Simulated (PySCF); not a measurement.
Molecule: `[O+](C)(C)[AlH3-]`, C₂H₉AlO.

Bonds (- single, = double, # triple, : aromatic): C1-O2, O2-C3, O2-Al4. C1 carries H5, H6, H7; C3 carries H8, H9, H10; Al4 carries H11, H12, H13. Formal charges: O2 +1, Al4 -1.

Frames of a GFN2-xTB Langevin trajectory at 600 K; GIAO PBE0/pcSseg-1 shieldings in PySCF 2.14.0 with density-fitted response routines, gas phase, non-relativistic; equivalent atoms averaged within each frame.

δ = σ(ref) − σ, references computed at the same level: TMS for 13C (σ = 186.93 ppm), 1H (σ = 31.72 ppm); H2O for 17O (σ = 336.08 ppm); AlH4- for 27Al (σ = 489.97 ppm). The references are static minima.

Task: How do the shifts (ppm) fluctuate along the trajectory?

Result: 
| time (fs) | C1/C3 | O2 | Al4 | H11/H12/H13 | H5/H6/H7/H8/H9/H10 |
| --- | --- | --- | --- | --- | --- |
| optimised geometry | 63.8 | -8.9 | 86.9 | 4.28 | 3.83 |
| 250 | 64.5 | -6.5 | 79.2 | 4.54 | 4.10 |
| 425 | 69.3 | 3.5 | 60.6 | 4.71 | 4.26 |
| 625 | 63.0 | -18.0 | 107.7 | 4.58 | 4.31 |
| 800 | 62.1 | -25.0 | 82.5 | 3.90 | 3.76 |
| 1000 | 74.7 | 5.9 | 85.1 | 4.89 | 4.76 |
| mean of frames | 66.7 | -8.0 | 83.0 | 4.52 | 4.24 |
| standard deviation | 5.2 | 13.4 | 16.8 | 0.37 | 0.36 |

5 frames give an uncertainty of the mean of about the standard deviation over 2.2 at best, since frames this close in time may not be independent; classical motion lacks zero-point vibration, and the reference would need the same averaging.
